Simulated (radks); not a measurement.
Values are calculated unless marked as measured or tabulated.
Species: Os. Configuration: [Xe] 4f14 5d6 6s2. Code: a radial shooting solver on a logarithmic mesh with Libxc functionals. Model: scalar-relativistic Kohn-Sham, PBE, spin-polarised, spherical densities, finite nucleus; open shells are filled with parallel spins first (spin-orbit coupling, left out, can overturn this in heavy ions); Fermi nuclear charge, rms radius 5.4126 fm.

Local quantities along the radius. ELF = 1/(1 + alpha^2) is the electron localisation function; alpha = (tau - tau_W)/tau_unif compares the Pauli kinetic energy density with that of the uniform gas (summed over spins); s = |grad rho|/(2 (3 pi^2)^(1/3) rho^(4/3)) is the reduced gradient; -r V(r) is the screened charge that the Kohn-Sham potential of spin up presents (atomic units); r v_xc is r times the local exchange-correlation potential of spin up (hartree bohr). tau is taken from the large components.

r (bohr)    ELF    alpha       s  -r V(r)   r v_xc
0.001226  0.999  0.02422  0.8056    75.46  -0.1496
0.001661  0.999  0.02677  0.7108    75.25  -0.1742
0.002251  0.999  0.03093  0.6458    74.96  -0.2071
0.003076  0.999  0.03808  0.6056    74.56  -0.2495
0.004168  0.997  0.05022  0.5896    74.03  -0.2989
0.005649  0.995  0.07272  0.5956    73.33  -0.3545
0.007718  0.986   0.1202  0.6252    72.39  -0.4133
0.01046   0.952   0.2256  0.6746    71.19  -0.4655
0.01418   0.812   0.4813  0.7237    69.66  -0.5047
0.01921   0.493    1.014  0.6917    67.70  -0.5293
0.02625   0.332    1.419  0.4712    65.17  -0.5619
0.03557   0.506   0.9887  0.2880    62.18  -0.6831
0.04821   0.725   0.6158  0.3277    58.54  -0.8326
0.06586   0.665   0.7095  0.4585    54.07  -0.9029
0.08926   0.372    1.299  0.4213    48.98  -0.8955
0.121     0.481    1.038  0.2128    43.34   -1.041
0.1653    0.721   0.6217  0.3358    37.07   -1.228
0.224     0.450    1.105  0.5188    30.63   -1.147
0.3035    0.341    1.390  0.1966    24.17   -1.169
0.4147    0.704   0.6490  0.2624    17.90   -1.453
0.562     0.587   0.8379  0.5138    12.61   -1.379
0.7617    0.334    1.412  0.5450    8.587   -1.174
1.041     0.546   0.9113  0.4780    5.668   -1.227
1.41      0.568   0.8727  0.6737    3.613   -1.192
1.911     0.383    1.268  0.8238    2.234   -1.054
2.611     0.385    1.265  0.9657    1.384  -0.9218
3.539     0.422    1.171   1.474   0.8765  -0.7424
4.796     0.309    1.495   2.763   0.5650  -0.5404
6.552     0.100    2.992   6.588   0.3670  -0.3647
8.88      0.009    10.79   20.75   0.1527  -0.1527

On this mesh the ELF has minima near r = 0.026, 0.10, 0.26, 0.76, 2.2 bohr, which separate the shells, and maxima near 0.057 (0.74), 0.17 (0.72), 0.41 (0.70), 1.2 (0.61), 3.5 (0.42).
